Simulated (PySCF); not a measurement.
Orbital levels and atomic charges

System: B12H13N11 (flake hBN).

Cartesian coordinates (Å):
```
  1 B     1.2411    0.0412   -0.0013
  2 N     0.0000    0.7630   -0.0009
  3 B    -1.2411    0.0412   -0.0010
  4 N    -1.2560   -1.4129   -0.0012
  5 B    -0.0002   -2.1321   -0.0007
  6 N     1.2557   -1.4128   -0.0006
  7 B    -2.4791   -2.1489   -0.0015
  8 N    -2.4379   -3.5628    0.0001
  9 B    -1.2359   -4.3011    0.0008
 10 N    -0.0003   -3.5824    0.0002
 11 B     2.4831    2.2120   -0.0011
 12 N     1.2485    2.9379   -0.0002
 13 B     0.0002    2.2099   -0.0002
 14 N     2.4438    0.8065   -0.0012
 15 B     1.2431    4.3671    0.0005
 16 N     0.0004    5.0417    0.0025
 17 B    -1.2424    4.3673    0.0011
 18 N    -1.2481    2.9381    0.0002
 19 B     2.4786   -2.1490    0.0007
 20 B     1.2354   -4.3011    0.0007
 21 N     2.4374   -3.5629    0.0020
 22 B    -2.4828    2.2123   -0.0008
 23 N    -2.4437    0.8066   -0.0003
 24 H    -3.5358   -1.6331   -0.0028
 25 H    -3.3128   -4.0639    0.0004
 26 H    -1.2619   -5.4736    0.0022
 27 H     3.5124    2.7745   -0.0011
 28 H     3.3175    0.3065   -0.0011
 29 H     2.2466    4.9746   -0.0008
 30 H     0.0005    6.0501    0.0037
 31 H    -2.2459    4.9750    0.0000
 32 H     3.5352   -1.6332    0.0009
 33 H     1.2614   -5.4736   -0.0002
 34 H     3.3123   -4.0639    0.0030
 35 H    -3.5122    2.7749   -0.0020
 36 H    -3.3174    0.3067    0.0000
```

Method: CAM-B3LYP/def2-SVP, gas phase, PySCF, fitting set def2-universal-JFIT up to Ne and JKFIT beyond, grid level 1.

**Question.** Give the orbital energies near the gap.

**Answer.** 
| orbital | eV |
| --- | --- |
| HOMO-4 | -9.70 |
| HOMO-3 | -9.50 |
| HOMO-2 | -9.30 |
| HOMO-1 | -9.00 |
| HOMO | -8.66 |
| LUMO | 0.72 |
| LUMO+1 | 1.21 |
| LUMO+2 | 1.34 |
| LUMO+3 | 1.56 |

**Question.** Give the partial charges of the non-hydrogen atoms.

**Answer.** 
```csv
atom,Mulliken,IAO,Hirshfeld
B1,-0.12,0.41,0.24
N2,0.02,-0.41,-0.23
B3,-0.12,0.41,0.24
N4,0.01,-0.40,-0.23
B5,-0.08,0.40,0.24
N6,0.01,-0.40,-0.23
B7,-0.03,0.22,0.18
N8,0.03,-0.44,-0.22
B9,-0.04,0.22,0.18
N10,0.03,-0.39,-0.22
B11,-0.02,0.22,0.17
N12,0.03,-0.40,-0.22
B13,-0.09,0.40,0.24
N14,0.04,-0.45,-0.23
B15,-0.04,0.22,0.18
N16,0.03,-0.44,-0.22
B17,-0.04,0.22,0.18
N18,0.03,-0.40,-0.22
B19,-0.03,0.22,0.18
B20,-0.04,0.22,0.18
N21,0.03,-0.44,-0.22
B22,-0.02,0.22,0.17
N23,0.04,-0.45,-0.23
```
